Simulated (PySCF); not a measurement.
PySCF input for C2H9BOSi, SMILES CB(C)O[SiH3], TDDFT-PBE/def2-SVPD. Geometry: r2SCAN-D4/def2-SVP. This is a generated structure with no PubChem entry under its InChIKey; it may be hypothetical. One conformer was computed; it need not be the lowest.

```python
import numpy as np
from pyscf import gto, scf, dft, tdscf

mol = gto.M(
    atom='''
    B     0.11406617    0.08408049    0.93116878
    C     0.14571751   -0.66121491    2.31625344
    H    -0.34170951   -1.64709565    2.28927135
    H    -0.28367396   -0.05804473    3.13285174
    H     1.20468045   -0.82469874    2.59300596
    C     0.35942072    1.64169578    0.81437273
    H     0.75733109    1.97365835   -0.15921969
    H     1.01052303    2.03258165    1.61219605
    H    -0.61679949    2.14760558    0.94433388
    O    -0.14730898   -0.66824114   -0.18800676
    Si   -0.23876248   -0.28662926   -1.81699833
    H     1.08837561    0.17046769   -2.32496954
    H    -1.25171829    0.78504754   -2.05132954
    H    -0.64702263   -1.52407082   -2.53371050
    ''',
    basis='def2-SVPD',
    charge=0,
    spin=0,
    max_memory=1600,
    verbose=4,
)
mf = dft.RKS(mol, xc='pbe').density_fit(auxbasis='def2-universal-jkfit')
mf.grids.level = 3
mf.conv_tol = 1e-9
mf.max_cycle = 100
mf.kernel()
mf.grids = dft.Grids(mol).set(level=1).build(with_non0tab=True)  # coarser grid for the response kernel
td = tdscf.TDDFT(mf)
td.singlet = True
td.nstates = 10
td.conv_tol = 1e-4
td.positive_eig_threshold = 1e-6
td.kernel(x0=td.get_init_guess(mf, 15))
td.analyze()
tt = tdscf.TDA(mf)
tt.singlet = False
tt.nstates = 4
tt.conv_tol = 1e-4
tt.positive_eig_threshold = 1e-6
tt.kernel(x0=tt.get_init_guess(mf, 9))
tt.analyze(verbose=3)
```

It prints:

```
PySCF version 2.14.0

[INPUT] verbose = 4
[INPUT] num. atoms = 14
[INPUT] num. electrons = 48
[INPUT] charge = 0
[INPUT] spin (= nelec alpha-beta = 2S) = 0
[INPUT] symmetry False subgroup None
[INPUT] Mole.unit = angstrom
[INPUT] Symbol           X                Y                Z      unit          X                Y                Z       unit  Magmom
[INPUT]  1 B      0.114066170000   0.084080490000   0.931168780000 AA    0.215553821378   0.158889098519   1.759653969945 Bohr   0.0
[INPUT]  2 C      0.145717510000  -0.661214910000   2.316253440000 AA    0.275366185454  -1.249515089379   4.377084636682 Bohr   0.0
[INPUT]  3 H     -0.341709510000  -1.647095650000   2.289271350000 AA   -0.645737388059  -3.112559679462   4.326095876313 Bohr   0.0
[INPUT]  4 H     -0.283673960000  -0.058044730000   3.132851740000 AA   -0.536066093071  -0.109688642674   5.920231777467 Bohr   0.0
[INPUT]  5 H      1.204680450000  -0.824698740000   2.593005960000 AA    2.276516118118  -1.558454753874   4.900071103765 Bohr   0.0
[INPUT]  6 C      0.359420720000   1.641695780000   0.814372730000 AA    0.679206724294   3.102355404054   1.538941423014 Bohr   0.0
[INPUT]  7 H      0.757331090000   1.973658350000  -0.159219690000 AA    1.431148345718   3.729673744961  -0.300881607738 Bohr   0.0
[INPUT]  8 H      1.010523030000   2.032581650000   1.612196050000 AA    1.909611769266   3.841022644317   3.046608993606 Bohr   0.0
[INPUT]  9 H     -0.616799490000   2.147605580000   0.944333880000 AA   -1.165582109871   4.058386369788   1.784532403348 Bohr   0.0
[INPUT] 10 O     -0.147308980000  -0.668241140000  -0.188006760000 AA   -0.278373627889  -1.262792739767  -0.355281285967 Bohr   0.0
[INPUT] 11 Si    -0.238762480000  -0.286629260000  -1.816998330000 AA   -0.451195696022  -0.541650800687  -3.433629212492 Bohr   0.0
[INPUT] 12 H      1.088375610000   0.170467690000  -2.324969540000 AA    2.056731823556   0.322137247187  -4.393555678556 Bohr   0.0
[INPUT] 13 H     -1.251718290000   0.785047540000  -2.051329540000 AA   -2.365404753209   1.483524845364  -3.876451021830 Bohr   0.0
[INPUT] 14 H     -0.647022630000  -1.524070820000  -2.533710500000 AA   -1.222695567096  -2.880076444241  -4.788018923935 Bohr   0.0

nuclear repulsion = 217.074450119208
number of shells = 79
number of NR pGTOs = 255
number of NR cGTOs = 179
basis = def2-SVPD
ecp = {}


[settings echo left out]
init E= -470.640529762863
  HOMO = -0.346137108709765  LUMO = -0.0990309015278306  gap/eV = 6.72410
cycle= 1 E= -470.499775272122  delta_E= 0.141  |g|= 0.883  |ddm|=  5.3
  HOMO = -0.0857492127389086  LUMO = -0.00361103848342115  gap/eV = 2.23509
cycle= 2 E= -469.788550072343  delta_E= 0.711  |g|= 1.99  |ddm|= 3.87
  HOMO = -0.240721643108113  LUMO = -0.0323553467134747  gap/eV = 5.66994
cycle= 3 E= -470.649144794532  delta_E= -0.861  |g|= 0.322  |ddm|= 3.19
  HOMO = -0.251033328080335  LUMO = -0.033815262204234  gap/eV = 5.91080
cycle= 4 E= -470.672312612187  delta_E= -0.0232  |g|= 0.0881  |ddm|= 0.471
  HOMO = -0.243047804233227  LUMO = -0.0267985482705055  gap/eV = 5.88444
cycle= 5 E= -470.674107985123  delta_E= -0.0018  |g|= 0.0194  |ddm|= 0.138
  HOMO = -0.245492543311356  LUMO = -0.029688202772002  gap/eV = 5.87234
cycle= 6 E= -470.674236227597  delta_E= -0.000128  |g|= 0.00578  |ddm|= 0.0403
  HOMO = -0.245242685329231  LUMO = -0.029192022749997  gap/eV = 5.87904
cycle= 7 E= -470.674244867756  delta_E= -8.64e-06  |g|= 0.000823  |ddm|= 0.00981
  HOMO = -0.245266263540461  LUMO = -0.0292164549420357  gap/eV = 5.87901
cycle= 8 E= -470.674245044965  delta_E= -1.77e-07  |g|= 0.000208  |ddm|= 0.00163
  HOMO = -0.245288831859869  LUMO = -0.0292317237727757  gap/eV = 5.87921
cycle= 9 E= -470.674245057549  delta_E= -1.26e-08  |g|= 5.84e-05  |ddm|= 0.000397
  HOMO = -0.24529134274268  LUMO = -0.0292335656533833  gap/eV = 5.87923
cycle= 10 E= -470.674245058318  delta_E= -7.69e-10  |g|= 2.7e-05  |ddm|= 0.000106
  HOMO = -0.245289919217468  LUMO = -0.0292326954759401  gap/eV = 5.87922
Extra cycle  E= -470.674245058074  delta_E= 2.44e-10  |g|= 4.09e-05  |ddm|= 8.42e-05
converged SCF energy = -470.674245058074
tot grids = 49384
Overwritten attributes  positive_eig_threshold  of <class 'pyscf.tdscf.rks.CasidaTDDFT'>


******** <class 'pyscf.tdscf.rks.CasidaTDDFT'> for <class 'pyscf.df.df_jk.DFRKS'> ********
nstates = 10 singlet
deg_eia_thresh = 1.000e-03
wfnsym = None
conv_tol = 0.0001
eigh lindep = 1e-12
eigh level_shift = 0
eigh max_cycle = 100


Excitation energies (eV)
[5.99620341 6.03131176 6.70055884 7.11451327 7.17778153 7.27193165
 7.30139755 7.41618644 7.52183867 7.54678352]

** Singlet excitation energies and oscillator strengths **
Excited State   1:      5.99620 eV    206.77 nm  f=0.0023
      24 -> 25       -0.69383
      24 -> 26        0.12935
Excited State   2:      6.03131 eV    205.57 nm  f=0.0232
      24 -> 25       -0.12910
      24 -> 26       -0.69389
Excited State   3:      6.70056 eV    185.04 nm  f=0.0069
      24 -> 27        0.70544
Excited State   4:      7.11451 eV    174.27 nm  f=0.0029
      23 -> 25       -0.10671
      23 -> 26        0.69679
Excited State   5:      7.17778 eV    172.73 nm  f=0.0213
      24 -> 28        0.68890
      24 -> 29       -0.14363
Excited State   6:      7.27193 eV    170.50 nm  f=0.1037
      23 -> 25        0.60747
      24 -> 29       -0.30497
Excited State   7:      7.30140 eV    169.81 nm  f=0.0090
      23 -> 25       -0.30819
      24 -> 28       -0.10895
      24 -> 29       -0.61643
Excited State   8:      7.41619 eV    167.18 nm  f=0.0030
      22 -> 25        0.68834
      24 -> 30       -0.14056
Excited State   9:      7.52184 eV    164.83 nm  f=0.0098
      22 -> 26       -0.69726
Excited State  10:      7.54678 eV    164.29 nm  f=0.0011
      22 -> 25       -0.13757
      24 -> 30       -0.68470

** Transition electric dipole moments (AU) **
state          X           Y           Z        Dip. S.      Osc.
  1        -0.0473      0.1049     -0.0504      0.0158      0.0023
  2         0.0221     -0.2154      0.3317      0.1569      0.0232
  3         0.0085     -0.0819     -0.1871      0.0418      0.0069
  4        -0.1153      0.0202      0.0524      0.0164      0.0029
  5         0.0160     -0.2660      0.2244      0.1214      0.0213
  6        -0.0536     -0.0326     -0.7604      0.5821      0.1037
  7        -0.0049     -0.0881      0.2058      0.0501      0.0090
  8         0.1120     -0.0191     -0.0619      0.0167      0.0030
  9        -0.0269      0.1506     -0.1728      0.0532      0.0098
 10        -0.0647      0.0005     -0.0429      0.0060      0.0011

** Transition velocity dipole moments (imaginary part, AU) **
state          X           Y           Z        Dip. S.      Osc.
  1        -0.0100      0.0232     -0.0128      0.0008      0.0024
  2         0.0058     -0.0481      0.0794      0.0087      0.0260
  3         0.0018     -0.0206     -0.0509      0.0030      0.0082
  4        -0.0392      0.0068      0.0144      0.0018      0.0046
  5         0.0038     -0.0752      0.0612      0.0094      0.0238
  6        -0.0143     -0.0061     -0.2032      0.0415      0.1036
  7        -0.0020     -0.0249      0.0548      0.0036      0.0090
  8         0.0295     -0.0049     -0.0172      0.0012      0.0029
  9        -0.0051      0.0465     -0.0483      0.0045      0.0109
 10        -0.0214      0.0014     -0.0117      0.0006      0.0014

** Transition magnetic dipole moments (imaginary part, AU) **
state          X           Y           Z
  1        -0.1648     -0.5199     -0.8670
  2        -0.2572     -0.1364     -0.2145
  3        -0.4818      0.0501      0.0282
  4        -0.2312     -1.0365     -0.2581
  5         0.0512     -0.0081     -0.0030
  6        -0.2987      0.0161      0.0423
  7         0.7098     -0.2351     -0.0937
  8        -0.1656     -0.3048     -0.3336
  9        -0.8937      0.2705      0.0669
 10        -0.1327      0.0088      0.7339
Overwritten attributes  positive_eig_threshold  of <class 'pyscf.tdscf.rks.TDA'>


******** <class 'pyscf.tdscf.rks.TDA'> for <class 'pyscf.df.df_jk.DFRKS'> ********
nstates = 4 triplet
deg_eia_thresh = 1.000e-03
wfnsym = None
conv_tol = 0.0001
eigh lindep = 1e-12
eigh level_shift = 0
eigh max_cycle = 100


Excitation energies (eV)
[5.61926882 5.87422772 6.59192892 6.68683106]

** Triplet excitation energies and oscillator strengths **
Excited State   1:      5.61927 eV    220.64 nm  f=0.0000
Excited State   2:      5.87423 eV    211.06 nm  f=0.0000
Excited State   3:      6.59193 eV    188.08 nm  f=0.0000
Excited State   4:      6.68683 eV    185.42 nm  f=0.0000
```

The run converged.
